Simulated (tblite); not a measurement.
C4H12BN.
Atom-mapped SMILES: `[CH3:1][B@@H-:2]1[NH2+:3][CH2:4][C@@H:5]1[CH3:6]` (hydrogens: H7, H8, H9 on C1; H10 on B2; H11, H12 on N3; H13, H14 on C4; H15 on C5; H16, H17, H18 on C6)

Computed with GFN2-xTB (tblite), gas phase: L-BFGS steps from a force-field or distance-geometry start until the largest atomic force falls under 0.01 eV/Å.

Step 62: E = -512.1937 eV
```
atom  x, y, z in Å  |  force x, y, z in eV/Å
C1      1.8612   -0.4071    0.3629    0.008  -0.051   0.007
B2      0.9059    0.3388   -0.7001    0.045  -0.022   0.004
N3     -0.0112    1.5052    0.0683    0.010  -0.005  -0.010
C4     -1.1900    0.9928   -0.6617    0.009   0.013  -0.012
C5     -0.5472   -0.3233   -1.1096    0.008   0.008  -0.017
C6     -1.0883   -1.5204   -0.3408   -0.058  -0.035  -0.001
H7      2.6712    0.2301    0.7229   -0.094   0.013  -0.022
H8      1.3172   -0.7683    1.2354    0.050  -0.004   0.018
H9      2.3382   -1.2753   -0.0885   -0.043   0.020   0.003
H10     1.4711    0.8716   -1.5987   -0.002  -0.023  -0.005
H11     0.2089    2.4853   -0.0743   -0.020   0.012   0.017
H12    -0.0591    1.3152    1.0637   -0.011  -0.007  -0.025
H13    -1.4132    1.6475   -1.5036   -0.004   0.033   0.018
H14    -2.0796    0.9093   -0.0298    0.016   0.005  -0.011
H15    -0.7089   -0.5149   -2.1713   -0.007   0.038  -0.022
H16    -2.1549   -1.6568   -0.5401    0.053  -0.015   0.017
H17    -0.5707   -2.4275   -0.6427    0.024   0.023   0.022
H18    -0.9593   -1.3958    0.7316    0.018  -0.003   0.019
```

Step 63: E = -512.1948 eV
```
atom  x, y, z in Å  |  force x, y, z in eV/Å
C1      1.8596   -0.4108    0.3612   -0.005  -0.036  -0.002
B2      0.9057    0.3381   -0.7018    0.034  -0.013   0.023
N3     -0.0100    1.5061    0.0678    0.010  -0.001   0.000
C4     -1.1892    0.9948   -0.6615    0.006   0.008  -0.009
C5     -0.5483   -0.3213   -1.1088    0.016  -0.017  -0.012
C6     -1.0874   -1.5196   -0.3386    0.005  -0.050   0.003
H7      2.6670    0.2292    0.7218   -0.081  -0.011  -0.022
H8      1.3163   -0.7746    1.2336    0.050   0.010  -0.001
H9      2.3352   -1.2787   -0.0927   -0.029   0.037   0.011
H10     1.4676    0.8739   -1.6013    0.009  -0.039   0.007
H11     0.2094    2.4864   -0.0732   -0.013   0.026   0.004
H12    -0.0589    1.3178    1.0630   -0.008  -0.023  -0.002
H13    -1.4109    1.6503   -1.5028   -0.013   0.034   0.008
H14    -2.0785    0.9102   -0.0303    0.001   0.016   0.001
H15    -0.7091   -0.5099   -2.1708   -0.018   0.010  -0.024
H16    -2.1482   -1.6690   -0.5480   -0.010  -0.008   0.007
H17    -0.5584   -2.4244   -0.6296    0.025   0.038   0.014
H18    -0.9708   -1.3921    0.7356    0.020   0.019  -0.006
```

Problem. Estimate the geometry and energy of step 64. (The exact step hangs on the optimiser's Hessian estimate; all steps are aligned on step 63, rigid shifts and turns removed.)

Solution. E = -512.1955 eV, largest force 0.049 eV/Å
```
atom  x, y, z in Å  |  force x, y, z in eV/Å
C1      1.8581   -0.4141    0.3600   -0.020  -0.003  -0.005
B2      0.9061    0.3379   -0.7019    0.007  -0.010   0.017
N3     -0.0092    1.5080    0.0670    0.013  -0.003   0.010
C4     -1.1883    0.9964   -0.6617    0.002   0.002  -0.005
C5     -0.5482   -0.3203   -1.1082    0.003  -0.027   0.000
C6     -1.0860   -1.5195   -0.3365   -0.025  -0.033  -0.014
H7      2.6626    0.2278    0.7214   -0.043  -0.014  -0.019
H8      1.3172   -0.7792    1.2328    0.028   0.003   0.003
H9      2.3320   -1.2803   -0.0969   -0.006   0.026   0.011
H10     1.4662    0.8731   -1.6025    0.022  -0.039   0.009
H11     0.2071    2.4893   -0.0723   -0.004   0.019   0.002
H12    -0.0583    1.3182    1.0618   -0.006  -0.023   0.006
H13    -1.4098    1.6522   -1.5024   -0.016   0.033   0.000
H14    -2.0772    0.9117   -0.0306   -0.010   0.018   0.008
H15    -0.7090   -0.5062   -2.1707   -0.020  -0.012  -0.014
H16    -2.1453   -1.6775   -0.5534    0.026   0.006   0.019
H17    -0.5496   -2.4214   -0.6211    0.032   0.025   0.005
H18    -0.9772   -1.3899    0.7389    0.016   0.031  -0.033
```

The energy changes by -0.0007 eV. The first-order estimate −F·Δx gives -0.0011 eV and the mean of the old and new forces, exact on a quadratic surface, -0.0007 eV. The step makes an angle of 73° with the force vector and moves no atom by more than 0.013 Å.

The cost below is that of the whole relaxation. The run took 0.45 s wall on an Arm Neoverse V1 with one thread, shared host.
